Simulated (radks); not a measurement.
Values are calculated unless marked as measured or tabulated.
Spherical jellium clusters: N electrons in a uniform positive sphere of charge N and radius rs N^(1/3), rs = 2.16 bohr. Level of theory: non-relativistic Kohn-Sham, LDA (Slater exchange, Perdew-Wang correlation), spin-polarised, spherical densities (a radial shooting solver with Libxc functionals). Levels are named by radial order and angular momentum (1s, 1p, 1d, 2s, ...), and open shells are averaged over m.

N = 25, configuration 1s2 1p6 1d10 2s2 1f(up 5, down 0). This is the lowest configuration that the search found. Occupied and some empty levels:

| level | occupation | eigenvalue (eV) | <r> (bohr) |
|---|---|---|---|
| 1s up | 1 | -11.824 | 3.760 |
| 1s down | 1 | -11.522 | 3.641 |
| 1p up | 3 | -9.3349 | 4.606 |
| 1p down | 3 | -8.8711 | 4.536 |
| 1d up | 5 | -6.4028 | 5.265 |
| 1d down | 5 | -5.8521 | 5.242 |
| 2s up | 1 | -5.5076 | 4.719 |
| 2s down | 1 | -5.1564 | 4.779 |
| 1f up | 5 | -3.1925 | 5.953 |
| 1f down | 0 | -2.6221 | 6.002 |
| 2p up | 0 | -2.4154 | 6.323 |
| 2p down | 0 | -2.0966 | 6.468 |
| 2d up | 0 | -0.28992 | 9.778 |
| 2d down | 0 | -0.11133 | 10.80 |

Energy (eV): total -11.5865, kinetic 132.23, external -3115.6, Hartree 1507.1, exchange-correlation -151.00, background 1615.7.

Electron density:

| r (bohr) | n(r) (e/bohr^3) |
|---|---|
| 0.481 | 0.02909 |
| 1.28 | 0.02548 |
| 2.09 | 0.02218 |
| 2.89 | 0.02204 |
| 3.69 | 0.02394 |
| 4.50 | 0.02365 |
| 5.30 | 0.01848 |
| 6.10 | 0.01072 |
| 6.90 | 0.004804 |
| 7.71 | 0.001879 |
| 8.51 | 0.0006897 |
| 9.31 | 0.0002458 |
| 10.1 | 0.00008616 |
